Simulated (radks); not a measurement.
Values are calculated unless marked as measured or tabulated.
Question: All-electron atom: Rb5+ in [Ar] 3d10 4s1.75 4p2 4f0.25 (fractional occupations, a model configuration). Code: a radial shooting solver on a logarithmic mesh with Libxc functionals. Model: scalar-relativistic Kohn-Sham, BLYP, spin-polarised, spherical densities, point nucleus; open shells are filled with parallel spins first (spin-orbit coupling, left out, can overturn this in heavy ions). Some entries of the table are withheld. Estimate them.

orbital  occ.  eigenvalue (eV)  r(max) (bohr)
1s up       1        -15112.49        0.02629
1s down     1        -15112.19        0.02629
2s up       1        -2082.361         0.1495
2s down     1        -2082.185         0.1495
2p up       3        -1854.880         0.1196
2p down     3        -1854.607         0.1196
3s up       1        -370.1700         0.4505
3s down     1        -369.7777         0.4506
3p up       3        -297.1436         0.4458
3p down     3        -296.7042         0.4459
3d up       5        -176.2331         0.3918
3d down     5        -175.7215         0.3918
4s up       1         -96.2703          1.205
4s down  0.75         -93.1434          1.197
4p up       2         -77.4930            (1)
4p down     0         -74.4080            (2)
4d up       0              (3)          1.598
4d down     0              (4)          1.631
5s up       0         -40.7741          2.656
5s down     0         -40.1383          2.690
5p up       0         -34.5432          2.952
4f up    0.25         -28.3641          2.237
5f up       0         -17.0368          5.114

Answer: 
(1) 4p up r(max) (bohr): 1.311
(2) 4p down r(max) (bohr): 1.307
(3) 4d up eigenvalue (eV): -50.0153
(4) 4d down eigenvalue (eV): -47.5436
